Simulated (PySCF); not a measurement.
# Spinor energies of Zr⁺ (zirconium, charge +1)

Start: [Kr] 4d3; 4d5/2 filled at m_j = +1/2, +3/2, +5/2. Calculated with PySCF 2.14 in x2c-SVPall-2c with one added diffuse shell each of s, p, d type (7s9p7d1f, 76 functions): generalised Hartree-Fock with the X2C-1e Hamiltonian and a Gaussian nucleus; one run each with spin-orbit coupling (SO) switched off, then screened by Boettger's factors. This is a chosen level, not necessarily the ground level.

```tsv
spinor shell	electrons	ε, spin-free (eV)	ε, screened SO (eV)	weight of nominal j (screened SO)	rms radius, screened SO (bohr)
1s1/2	2	-18098.3	-18097.6	1.000	0.0426
2s1/2	2	-2581.3	-2581.1	1.000	0.176
2p1/2	2	-2296.8	-2356.1	1.000	0.154
2p3/2	4	-2296.8	-2268.8	1.000	0.158
3s1/2	2	-456.71	-456.70	1.000	0.488
3p1/2	2	-361.13	-370.99	1.000	0.489
3p3/2	4	-361.13	-356.51	1.000	0.500
3d3/2	4	-204.06	-205.56	0.989	0.494
3d5/2	6	-204.06	-203.08	0.993	0.497
4s1/2	2	-71.491	-71.516	1.000	1.31
4p3/2	4	-44.446	-43.620	0.873	1.49
4p1/2	2	-44.446	-46.256	0.746	1.48
4d5/2	3	-12.841	-12.830	0.777	2.45
```

```tsv
quantity	spin-free	screened SO
E (hartree)	-3595.49241	-3595.82009
M_J	9/2	9/2
⟨J²⟩	24.759	24.759
⟨L²⟩	12.006	12.034
⟨S²⟩	3.753	3.753
```

Each row is a mean over spinors that exchange with the open shell spreads, by up to 5.222 eV (4p3/2).

Rows whose weight is well below 1 are mixtures of j = l ± 1/2: exchange outweighs spin-orbit coupling there, and the label is only the starting occupation.

Breit and QED terms are absent; they matter most for the inner s and p1/2 levels.

Densities and radii are taken from the X2C orbitals without a picture-change correction, which distorts them close to the nucleus.

Without spin-orbit coupling the j labels of p, d and f shells carry no meaning; the spin-free column gives the mean over the occupied spinors of each nl shell.
